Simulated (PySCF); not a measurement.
Spin-rotation constants: `CCC#C[C@@]1(F)C[C@@H]1[NH3+]`, [C7H11FN]+, charge +1

Geometry:
```
atom   x (Å)   y (Å)   z (Å)
  C1   3.745  -0.414  -0.696
  C2   2.908   0.544   0.154
  C3   1.501   0.313  -0.034
  C4   0.329   0.081  -0.177
  C5  -1.048  -0.169  -0.433
  F6  -1.449   0.077  -1.731
  C7  -1.854  -1.235   0.251
  C8  -2.152   0.209   0.543
  N9  -3.363   0.783  -0.081
 H10   3.541  -1.446  -0.423
 H11   4.801  -0.214  -0.536
 H12   3.523  -0.284  -1.752
 H13   3.143   0.410   1.213
 H14   3.130   1.579  -0.119
 H15  -1.374  -1.821   1.018
 H16  -2.552  -1.792  -0.356
 H17  -1.906   0.628   1.509
 H18  -4.227   0.359   0.284
 H19  -3.402   1.801   0.057
 H20  -3.299   0.602  -1.101
```

Total charge +1.

Method used: PySCF, GIAO B3LYP/pcSseg-1 magnetisability, rotational g tensor and spin-rotation constants, non-relativistic, gas phase. Geometry: GFN2-xTB.

For an ion the centre-of-mass motion in the field is neglected.

Q: Give the nuclear spin-rotation constants along the inertial axes (H = +C I·J) beside the isotropic shieldings.

A: Rotational constants 4.2838, 0.6567, 0.6417 GHz. A star marks the isotopologue with that one atom substituted, in its own axes.
```tsv
atom	isotope	Caa (kHz)	Cbb (kHz)	Ccc (kHz)	mean (kHz)	σ (ppm)
F6	19F	1.465	0.401	0.503	0.789	368.0
N9	14N	0.216	0.035	0.031	0.094	204.7
H10	1H	-0.471	-0.081	0.005	-0.182	30.4
H11	1H	0.052	-0.078	-0.076	-0.034	30.3
H12	1H	-0.467	0.006	-0.079	-0.180	30.3
H13	1H	-0.456	0.004	-0.074	-0.175	29.2
H14	1H	-0.461	-0.075	0.005	-0.177	29.1
H15	1H	-0.449	-0.050	-0.042	-0.180	29.8
H16	1H	-0.340	-0.064	-0.051	-0.152	30.2
H17	1H	-0.526	-0.001	-0.074	-0.200	28.8
H18	1H	-0.141	-0.074	-0.064	-0.093	26.5
H19	1H	-0.535	-0.079	0.001	-0.204	26.4
H20	1H	-0.498	0.000	-0.075	-0.191	25.8
C1	13C*	0.597	0.095	0.091	0.261	166.2
C2	13C*	0.596	0.094	0.092	0.261	166.0
C3	13C*	0.444	0.252	0.258	0.318	65.3
C4	13C*	0.176	0.213	0.201	0.197	112.2
C5	13C*	1.207	0.100	0.158	0.488	108.5
C7	13C*	0.542	0.080	0.138	0.253	157.2
C8	13C*	0.622	0.111	0.132	0.288	143.7
```
For the geometry as given, no vibrational averaging.
